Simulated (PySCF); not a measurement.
CCl2, SMILES Cl[C]Cl (connectivity only; charge and spin as stated), neutral, multiplicity 1.

Geometry: PBE0-D3(BJ)/def2-TZVP. The isomer is the one that the SMILES or the coordinates give; other isomers of the formula were not compared.

All values below come from PBE0/def2-TZVPD (PySCF).

Isolated molecule, no solvent.

* **total energy**: -958.08892 hartree
* **point group**: C2v
* **highest occupied level**: -7.55 eV
* **lowest empty level**: -3.40 eV
* **orbital gap**: 4.15 eV
* **dipole moment**: 1.13 D
* **quadrupole, principal values (traceless, Buckingham form, about the centre of nuclear charge)**: -4.03, 1.18, 2.85 D·Å
* **mean static polarisability**: 43.5 bohr³ (6.45 Å³)
* **polarisability, principal values**: 31.0, 38.8, 60.8 bohr³
